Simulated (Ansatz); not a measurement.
# One arrangement of a pair

The pair of HBr (SMILES Br, atoms 1–2) and GeH4 (SMILES [GeH4], atoms 3–7), both closed shells, in one local arrangement (a lower one may exist), relaxed at PBE0-D4/def2-TZVP:

```
atom    x (Å)    y (Å)    z (Å)
 Br1  -0.9319  -0.2258  -3.0274
  H2   0.1391  -0.1549  -2.0930
 Ge3   0.1502   0.0768   1.0331
  H4   1.1254  -0.0055  -0.1567
  H5  -0.7226  -1.1828   1.0459
  H6  -0.7258   1.3236   0.8701
  H7   0.9658   0.1686   2.3280
```

Computed with Ansatz 0.2.0 (basis: def2-TZVPPD, with def2-QZVPPD for the basis limit); correlated methods freeze the cores. Filled d shells of the heavier atoms are correlated. The def2 sets are not built for correlating such inner shells, so the correlated values are less sure here. Extrapolation: Hartree–Fock as exp(−7.88 √X), correlation as X^−2.97. Interaction energies count from these two fragments, frozen as in the pair, with the counterpoise correction; negative means bound.

Problem. What is the interaction energy by CCSD(T) at an estimated basis limit (MP2 extrapolated from triple and quadruple zeta, plus CCSD(T) − MP2 in triple zeta)? (Judge from chemistry; the value comes from the calculation.)

Solution. Computed: -1.09 kcal/mol. Hartree–Fock alone gives 0.88 kcal/mol at the basis limit, so without correlation the pair would not bind at this distance. Plain CCSD(T) in triple zeta gives -0.71 kcal/mol; the step to the limit is large here, so the limit is uncertain. It counts from the two fragments frozen as in the pair.

Problem. Which atoms make the shortest contact between the fragments?

Solution. H2 and H4, 2.18 Å apart.

Basis-set superposition shift (counterpoise-corrected less uncorrected): CCSD(T) 0.66; MP2 0.69; HF 0.12; PBE0-D4 0.11; wB97M-V 0.11 kcal/mol.

The T1 diagnostic stays at or below 0.012.

For scale, one of the runs: CCSD(T)/def2-TZVPPD, 196 basis functions, launched by `ansatz run in.yaml --threads 4 --pin off --events-out ev --progress --plain --max-ram 9574MiB`. Hardware: 4 CPU threads of an Intel Xeon 6975P-C, shared host. Wall time 16 s; peak host memory 2.4 GiB.
